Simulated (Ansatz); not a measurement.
`C=[C]([GeH3])[InH2]` + H₂Se → `[SeH][InH2]` + `C=[CH][GeH3]`  (ligand exchange at the In–C bond)

Calculated with Ansatz (gas phase, PBE0-D4/def2-TZVP geometries, no zero-point term in ΔE). CBS: MP2 limit from def2 TZ/QZ plus the TZ coupled-cluster correction, frozen cores. Functionals use def2-TZVPP. def2 core potentials past Kr. For Ge, In, Se outer-core shells are correlated without core-valence functions, which leaves a few kJ/mol of doubt a bond. Scalar relativity is left out up to krypton.

CCSD(T)/CBS gives -31.1 kcal/mol.

Another level gave -32.0 kcal/mol. Which?
A. SCS-MP2/def2-TZVPP
B. BHLYP-D4/def2-TZVPP
C. BHLYP/def2-TZVPP
D. LC-ωPBE/def2-TZVPP

D. LC-ωPBE -32.0, BHLYP-D4 -33.0, BHLYP -34.4, SCS-MP2/def2-TZVPP -29.9 kcal/mol.

Largest T1 diagnostic among the species: 0.013.

The D4 term adds +1.5 kcal/mol with B3LYP and +0.9 kcal/mol with PBE0; it sums over pairs of atoms, weighted by their polarisabilities, and B3LYP, whose exchange is more repulsive, gets the larger term. From BLYP to BHLYP (50 % exact exchange), in def2-TZVPP and without D4, ΔE moves by −1.4 kcal/mol.

CCSD(T)/CBS has its own doubt, a few kJ/mol and more with outer-core shells, so smaller differences from it don't rank the levels.

B3LYP here is the variant with VWN-RPA as its local correlation; programs differ in this.
